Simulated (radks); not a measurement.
Q: Coherent X-ray form factor from a spherical all-electron density. Method: Dirac Kohn-Sham, PBE, spin-unpolarised, spherical densities, finite nucleus; Fermi nuclear charge, rms radius of each element as measured or else 0.836 A^(1/3) + 0.57 fm; computed with a radial shooting solver on a logarithmic mesh with Libxc functionals.

sin(theta)/lambda (1/angstrom),f0 (electrons)
0.05,33.659
0.1,32.692
0.15,31.243
0.2,29.505
0.25,27.660
0.3,25.851
0.4,22.621
0.5,19.959
0.6,17.694
0.8,13.840
1,10.797
1.25,8.243
1.5,6.780
2,5.323

The species is in the configuration that NIST lists as its ground one. Which atom or ion scatters so?

A: The strontium ion Sr4+, [Ar] 3d10 4s2 4p4. Extrapolating in s^2 from the first two rows gives f0(0) = 34.0, near the electron count 34; among species with that count, the fall with angle is slower the higher Z, and the table is that of Z = 38; from so few rows the species is fixed only to a neighbour or two.
